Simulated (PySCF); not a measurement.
Run record: geometry optimisation, BiMe3 (`[CH3][Bi]([CH3])[CH3]`).

Computed with PBE0-D3(BJ)/def2-SVP geometry optimisation, gas phase, def2 core potentials past Kr (PySCF 2.14.0). Start geometry: GFN2-xTB. The input is one job of a driver script: a line of settings, then coordinates in Å.

Input:
```
{"job": {"xc": "PBE0", "basis": "def2-SVP", "d3": "d3bj", "grid": 1, "maxiter": 30, "shake": 0.03, "kind": "geom"}, "charge": 0, "multiplicity": 1}
Bi     0.072820    -0.069250     1.325630
C      1.865050    -0.015410     0.024110
H      2.467680     0.815060     0.277090
H      1.698870     0.105640    -1.017290
H      2.409640    -0.952800     0.130090
C     -0.951550     1.644650     0.039750
H     -0.772120     1.380150    -0.995400
H     -0.430400     2.602550     0.238340
H     -2.004700     1.710510     0.316970
C     -0.949160    -1.634600     0.092630
H     -2.040600    -1.626230     0.225800
H     -0.536440    -2.592880     0.371610
H     -0.798460    -1.419490    -1.007140
```

Output:
```
step   0  E = -334.10546020  max force = 0.028434
step   1  E = -334.11393724  max force = 0.008299
step   2  E = -334.11481283  max force = 0.004183
step   3  E = -334.11498530  max force = 0.001604
step   4  E = -334.11500639  max force = 0.000516
step   5  E = -334.11500984  max force = 0.000299
optimisation converged
```

Energies in Eh; «max force» is the largest Cartesian gradient component in Eh/bohr.

**Question.** How much energy does the optimisation release, in eV?

**Answer.** E(step 0) − E(last step) = 0.009550 Eh, which is 0.260 eV.

**Question.** Give the first gradient maximum in eV/Å.

**Answer.** With 1 Eh/bohr = 51.422 eV/Å, 1.462 eV/Å.

Main results: final energy -334.11501 Eh after 5 steps; dipole 0.21 D.

**Question.** Give the final coordinates.

**Answer.** 0.057 Å rms from the input after alignment:
```
atom  x, y, z in Å
Bi1    0.0265   -0.0046    1.2928
C2     1.9064   -0.0184    0.0129
H3     2.5461    0.8320    0.2874
H4     1.6224    0.0577   -1.0456
H5     2.4569   -0.9546    0.1825
C6    -0.9345    1.6467    0.0605
H7    -0.8239    1.4115   -1.0072
H8    -0.4429    2.6048    0.2813
H9    -2.0018    1.7207    0.3135
C10   -0.9609   -1.6403    0.0590
H11   -2.0442   -1.6317    0.2458
H12   -0.5520   -2.6193    0.3464
H13   -0.7675   -1.4566   -1.0069
```

**Question.** Estimate the wall time. Hardware: an Arm Neoverse V1 with one thread (shared host). And the peak memory of the process?

**Answer.** About 36 s, with 0.47 GiB resident at the peak, the Python interpreter and its libraries included.
Labels such as C1 count atoms from 1, the log's own numbers from 0.
